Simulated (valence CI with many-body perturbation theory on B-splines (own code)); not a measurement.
## Missing levels of Ni21+

Computed by relativistic CI+MBPT: five valence electrons over a frozen Dirac-Fock core [He], a basis of 9 s, 9 p, 8 d, 6 f, 3 g, 1 h functions for each j, with the one-electron correlation potential Σ1 (screened to all orders), the two-electron term Σ2, the three-electron term Σ3, Breit, model QED; selected single and double excitations, second order for the rest (own B-spline code, finite nucleus).

No measured spectrum was set against this ion. As an estimate, levels of excited configurations hold to 0.05 to 0.15 % of their energy, terms of the ground configuration to about 0.5 %. Among the levels kept, up to 2100 cm⁻¹ of a level comes from second order outside the variational space, and about a tenth of that is noise between levels of different J, which matters for small intervals.

| Level | E (cm⁻¹) |
| --- | --- |
| 2s2 2p3 4S°_3/2 | 0 |
| 2s2 2p3 2D°_3/2 | 157810 |
| 2s2 2p3 2D°_5/2 | ? |
| 2s2 2p3 2P°_1/2 | 303140 |
| 2s2 2p3 2P°_3/2 | ? |
| 2s 2p4 4P_5/2 | ? |
| 2s 2p4 4P_3/2 | 942950 |
| 2s 2p4 4P_1/2 | 967940 |
| 2s 2p4 2D_3/2 | 1176700 |
| 2s 2p4 2D_5/2 | ? |
| 2s 2p4 2S_1/2 | 1345400 |
| 2s 2p4 2P_3/2 | ? |
| 2s 2p4 2P_1/2 | 1537200 |
| 2p5 2P°_3/2 | ? |
| 2p5 2P°_1/2 | 2341600 |
| 2s2 2p2 3s 4P_1/2 | 8524200 |
| 2s2 2p2 3s 4P_3/2 | 8624900 |
| 2s2 2p2 3s 2P_1/2 | 8656200 |
| 2s2 2p2 3s 4P_5/2 | 8676500 |
| 2s2 2p2 3s 2P_3/2 | 8707100 |

Names give the largest LS component (configuration and term), which can be under half, so a name can repeat, a term be missing and a line seem to break the LS rules; names also repeat where a configuration has a term twice.

Task: The levels stand in rising order. What does the calculation give for the missing energies?

Result: 2s2 2p3 2D°_5/2 209680; 2s2 2p3 2P°_3/2 400450; 2s 2p4 4P_5/2 848170; 2s 2p4 2D_5/2 1203900; 2s 2p4 2P_3/2 1399800; 2p5 2P°_3/2 2191200.
